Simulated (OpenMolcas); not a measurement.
# Se²⁺: the spin-orbit constant, Slater's ratio, worked from levels

```
Program             : OpenMolcas
Basis               : ANO-RCC-VQZP [7s6p4d2f1g]
Scalar Hamiltonian  : DKH2, point nucleus
Active space        : 2 electrons in 3 orbitals (4p)
State averaging     : 2S+1 = 3 even, 3 roots; 2S+1 = 1 even, 6 roots
Spin-orbit coupling : RASSI with atomic mean-field integrals over the reference wave functions, term energies averaged over their components
```

Methods: CASSCF; SS-CASPT2, IPEA 0.25 Eh, imaginary shift 0.1 Eh (closed shells correlated: 3d 4s). Measured levels: Moore, Atomic Energy Levels, vol. II, NSRDS-NBS 35 (1971 reprint of NBS Circular 467, 1952).

**The spin-orbit constant.** For the Hund term 3P of p2, E(J) = (A/2) J(J+1) + constant and ζ = 2S·A = 2A. From J = 0 to J = 2 the energy changes by 3 A.

| Source | E(2) - E(0) | A | ζ |
| --- | --- | --- | --- |
| CASSCF | 3523.3 | 1174.4 | 2349 |
| SS-CASPT2 | 3522.1 | 1174.0 | 2348 |
| measured | 3937.0 | 1312.3 | 2625 |

All in cm-1. SS-CASPT2 is off by -10.5 % and CASSCF by -10.5 %. Both methods take the spin-orbit matrix elements from the reference wave functions, so the second can move ζ only through the term energies and any multistate remixing. Second-order mixing with other terms is absorbed into this ζ.

**Slater's ratio.** With one set of orbitals, p2 has 1D - 3P = 6 F2 and 1S - 1D = 9 F2 (F2 = F²/25), a ratio of 3/2. Term energies are centres of gravity, weighted by 2J + 1.

```tsv
Source	1D - 3P	1S - 3P	F2 from the first	Ratio
CASSCF	12998	31804	2166	1.447
SS-CASPT2	10230	25593	1705	1.502
```

Energies in cm-1. A ratio away from 3/2 shows effects beyond one configuration with one set of orbitals, and in heavier atoms second-order spin-orbit shifts.

CASPT2 breaks the degeneracy within a term, and the mean is taken; among the terms shown or strongly mixed into the levels shown the widest spread is 100 cm-1 (4s2 4p2 1D, SS-CASPT2). With the s shell closed, the reference lacks s² → p² mixing. Computed and measured levels are paired by configuration, term and J; levels that our copy of the source lacks, or whose pairing is in doubt (as where it misses far off the trend of its configuration), stay unpaired and out of the deviations. Levels of configurations outside the active space are missing.
